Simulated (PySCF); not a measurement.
# Ar²⁺ (argon, charge +2): UHF calculation

Configuration: [Ne] 3s2 3p3 3d1, high-spin 5D determinant (an excited configuration). All numbers are calculated (PySCF 2.14, the non-relativistic Hamiltonian (point nucleus), in dyall-acv3z (19s12p6d4f, 113 functions)).

```
Total energy                                                  : -524.687405 hartree
One-electron energy                                           : -707.6172 hartree
Hartree (Coulomb) energy                                      : 212.4159 hartree
Exchange energy                                               : -29.4861 hartree
Kinetic energy                                                : 524.69328 hartree
⟨S²⟩                                                          : 6.0015
⟨L²⟩                                                          : 6.029
Sum of ⟨r⟩                                                    : 12.08 bohr
Sum of ⟨r²⟩                                                   : 16.83 bohr²
Traceless quadrupole moment −½Σ⟨3z² − r²⟩ along its main axis : 1.10 e·bohr²
Density at the nucleus (Gaussians lack the cusp)              : 3830 bohr⁻³
Spin density at the nucleus                                   : 0.00405 bohr⁻³
Langevin diamagnetic susceptibility                           : -13.3 ×10⁻⁶ cm³/mol
```

```json
{"shell": "1s α", "electrons": "1", "mean orbital energy (hartree)": "-119.90474", "spread (hartree)": "0", "rms radius, mean of both spins (bohr)": "0.0998"}
{"shell": "1s β", "electrons": "1", "mean orbital energy (hartree)": "-119.85396", "spread (hartree)": "0", "rms radius, mean of both spins (bohr)": "0.0998"}
{"shell": "2s α", "electrons": "1", "mean orbital energy (hartree)": "-13.54198", "spread (hartree)": "0", "rms radius, mean of both spins (bohr)": "0.448"}
{"shell": "2s β", "electrons": "1", "mean orbital energy (hartree)": "-13.48719", "spread (hartree)": "0", "rms radius, mean of both spins (bohr)": "0.448"}
{"shell": "2p α", "electrons": "3", "mean orbital energy (hartree)": "-10.81052", "spread (hartree)": "0.00278", "rms radius, mean of both spins (bohr)": "0.417"}
{"shell": "2p β", "electrons": "3", "mean orbital energy (hartree)": "-10.71473", "spread (hartree)": "0.01378", "rms radius, mean of both spins (bohr)": "0.417"}
{"shell": "3s α", "electrons": "1", "mean orbital energy (hartree)": "-2.44566", "spread (hartree)": "0", "rms radius, mean of both spins (bohr)": "1.43"}
{"shell": "3s β", "electrons": "1", "mean orbital energy (hartree)": "-1.95450", "spread (hartree)": "0", "rms radius, mean of both spins (bohr)": "1.43"}
{"shell": "3p α", "electrons": "3", "mean orbital energy (hartree)": "-1.71715", "spread (hartree)": "0.03397", "rms radius, mean of both spins (bohr)": "1.56"}
{"shell": "3d α", "electrons": "1", "mean orbital energy (hartree)": "-0.84237", "spread (hartree)": "0", "rms radius, mean of both spins (bohr)": "2.00"}
```

The outer electron is Rydberg-like, and this basis confines it to a smaller radius and binds it less than a complete one would.

Spin-orbit constants ζ (cm⁻¹) from the X2C one-electron operator on these orbitals (non-relativistic here): bare nucleus, nucleus screened by l(l+1)(2l+1)/3 electrons, and screened by the Breit-Pauli mean field of the electrons.

```json
{"shell": "2p", "bare": "12970", "screened nucleus": "11530", "mean field": "10870"}
{"shell": "3p", "bare": "1234", "screened nucleus": "1097", "mean field": "1024"}
{"shell": "3d", "bare": "78.99", "screened nucleus": "35.11", "mean field": "28.22"}
```

To first order the Landé constant is A = 7.056 cm⁻¹, so the lowest level has J = 0 and lies 0.00525 eV below the centre of the term. This holds in LS coupling only.
